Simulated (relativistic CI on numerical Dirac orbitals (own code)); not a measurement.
## In XLI: sensitivity of the levels to the model

Base calculation: Dirac-Coulomb-Breit CI, separate exchange-only KLI orbitals for each configuration, model QED (radiative potential, 1s self-energy scaled to tabulated hydrogen-like ionisation energies), unscaled Slater integrals.

CI space (outside the closed core 1s2): 2s2 2p5, 2s 2p6, 2p6 3s, 2p6 3p, 2p6 3d, 2s2 2p4 3s, 2s2 2p4 3p, 2s2 2p4 3d, 2s 2p5 3s, 2s 2p5 3p, 2s 2p5 3d, 2s2 2p4 4s, 2s2 2p4 4p, 2s2 2p4 4d, 2s2 2p4 4f, 2s 2p5 4s, 2s 2p5 4p, 2s 2p5 4d, 2s 2p5 4f, 2s2 2p3 3s2, 2s2 2p4 5s, 2s2 2p3 3s 3p, 2s2 2p4 5p, 2s2 2p4 5d, 2s2 2p4 5f, 2s2 2p4 5g, 2s2 2p3 3p2, 2s2 2p3 3s 3d, 2s2 2p3 3p 3d, 2s 2p4 3s2, 2s2 2p3 3d2, 2s 2p4 3s 3p, 2s 2p4 3p2, 2s 2p4 3s 3d, 2s 2p5 5s, 2s 2p5 5p. Levels of other configurations are missing.

The lowest level and the first level of each name with at least 55 % of one term (blank where a level has no safe partner in the second run):

```tsv
Level	Base (eV)	Shift (eV)
2s2 2p5 2P°_3/2	0.00	0.00
2s2 2p5 2P°_1/2	217.70	-0.40
2s 2p6 2S_1/2	487.15	+3.83
2s2 2p4 3s 4P_5/2	3485.16	-0.83
2s2 2p4 3s 2P_3/2	3491.92	-0.84
2s2 2p4 3s 2S_1/2	3520.66	-0.81
2s2 2p4 3p 2P°_1/2	3592.84	+0.33
2s2 2p4 3p 4D°_7/2	3619.82	+0.20
2s2 2p4 3s 4P_3/2	3700.03	-1.19
2s2 2p4 3s 2P_1/2	3705.89	-1.21
2s2 2p4 3s 2D_5/2	3716.63	-1.17
2s2 2p4 3s 2D_3/2	3720.09	-1.19
2s2 2p4 3d 4F_9/2	3722.83	+0.29
2s2 2p4 3p 4P°_1/2	3773.42	-0.09
2s2 2p4 3p 2F°_5/2	3791.61	-0.09
2s2 2p4 3p 4D°_5/2	3832.57	-0.16
2s2 2p4 3p 2F°_7/2	3849.81	-0.20
2s2 2p4 3d 4D_1/2	3918.31	-0.07
2s2 2p4 3d 4F_5/2	3931.23	-0.06
2s 2p5 3s 4P°_5/2	3935.14	+2.98
2s2 2p4 3d 2G_7/2	3939.45	-0.07
2s 2p5 3s 2P°_3/2	3949.06	+3.01
```

At this charge energies of transitions that change n are usually good to better than 1 %, and those within a shell (Δn = 0) to a few per cent.

(1) One thing was changed in a second run, which moved the levels as shown. Which?
A. configuration mixing switched off
B. QED terms removed
C. Breit term removed
D. non-relativistic limit

Results:

(1) B. QED terms removed. QED shifts follow the density of s (and p1/2) electrons at the nucleus, so configurations move by their count of such electrons; where none moves, the smaller shifts of p3/2 electrons and of j = l + 1/2 against j = l − 1/2 set the pattern.

LS names give the leading component of a level, which can be under half, so a name can repeat, a term be missing and a line seem to break the LS rules.
